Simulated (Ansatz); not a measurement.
H5O2PSi (`O[SiH2]PO`). The species carries charge 0 and has multiplicity 1. The structure was optimised at the PBE0-D4/def2-TZVP level. It is one conformer, not always the lowest.

```xyz
9

O     0.190   -0.873   -1.528
Si   -0.488   -1.052   -0.038
P    -0.399    0.930    1.053
O     1.083    1.353    0.380
H     0.912   -0.239   -1.560
H     0.254   -2.055    0.774
H    -1.895   -1.494   -0.206
H    -1.252    1.574    0.107
H     1.596    1.855    1.017
```

What is the dipole moment at B3LYP/def2-TZVPP? (Estimate.)

Computed: 1.88 D, with components (0.92, 1.25, 1.06) D in this frame, pointing from negative to positive charge.

And with PBE, r2SCAN, ωB97M-V? (Best estimate.)

Ansatz gave: PBE 1.86 D, r2SCAN 1.86 D, ωB97M-V 1.89 D.

Give the Mulliken charges with B3LYP, ωB97M-V, r2SCAN in def2-TZVPP. (An estimate is asked.)

Ansatz gave: 
```json
{"atom": "O1", "B3LYP": "-0.40", "ωB97M-V": "-0.39", "r2SCAN": "-0.42"}
{"atom": "Si2", "B3LYP": "0.49", "ωB97M-V": "0.40", "r2SCAN": "0.51"}
{"atom": "P3", "B3LYP": "0.06", "ωB97M-V": "0.03", "r2SCAN": "0.06"}
{"atom": "O4", "B3LYP": "-0.40", "ωB97M-V": "-0.38", "r2SCAN": "-0.41"}
{"atom": "H5", "B3LYP": "0.20", "ωB97M-V": "0.20", "r2SCAN": "0.22"}
{"atom": "H6", "B3LYP": "-0.09", "ωB97M-V": "-0.05", "r2SCAN": "-0.10"}
{"atom": "H7", "B3LYP": "-0.08", "ωB97M-V": "-0.03", "r2SCAN": "-0.08"}
{"atom": "H8", "B3LYP": "0.02", "ωB97M-V": "0.05", "r2SCAN": "0.01"}
{"atom": "H9", "B3LYP": "0.20", "ωB97M-V": "0.19", "r2SCAN": "0.22"}
```

B3LYP here is the variant with VWN-RPA as its local correlation; programs differ in this.
